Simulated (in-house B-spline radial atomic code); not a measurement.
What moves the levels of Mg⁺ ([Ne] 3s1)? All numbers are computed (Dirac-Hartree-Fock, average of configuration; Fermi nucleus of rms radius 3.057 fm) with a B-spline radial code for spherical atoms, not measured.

Baseline run (computed): total energy -199.6919 hartree, 1s1/2 at -49.45176 hartree, 3s1/2 at -14.756 eV with <r> = 2.836 bohr.

Scaling the speed of light c (a factor of 100 is close to the non-relativistic limit):

| c/c0 | ΔE (hartree) | 3s1/2 level (eV) | 3s1/2 <r> (bohr) |
| --- | --- | --- | --- |
| 0.95 | -0.034731 | -14.7584 | 2.836 |
| 0.98 | -0.013252 | -14.7569 | 2.836 |
| 1.02 | 0.012477 | -14.7551 | 2.836 |
| 3 | 0.28469 | -14.7358 | 2.84 |
| 100 | 0.32012 | -14.7333 | 2.841 |

Changing the nucleus:

```tsv
nucleus	ΔE (eV)
Gaussian nucleus of rms radius 0.01 fm	-0.00264
Fermi nucleus of rms radius 2.9959 fm	-0.000104
Fermi nucleus of rms radius 3.1181 fm	0.000106
```

A larger nucleus binds the electrons less, roughly as the density at the nucleus times the change of the nuclear <r²>. A radius of 0.01 fm is nearly a point.

(1) The nuclear charge is raised by 0.1. What does the Hellmann-Feynman theorem predict for the energy, and what is found?

Results:

(1) dE/dZ ≈ -Σ<1/r>, which is -39.7054 at the start and -40.123 at the end; their mean times 0.1 is -3.9914 hartree, and the two runs differ by -3.9914 hartree.
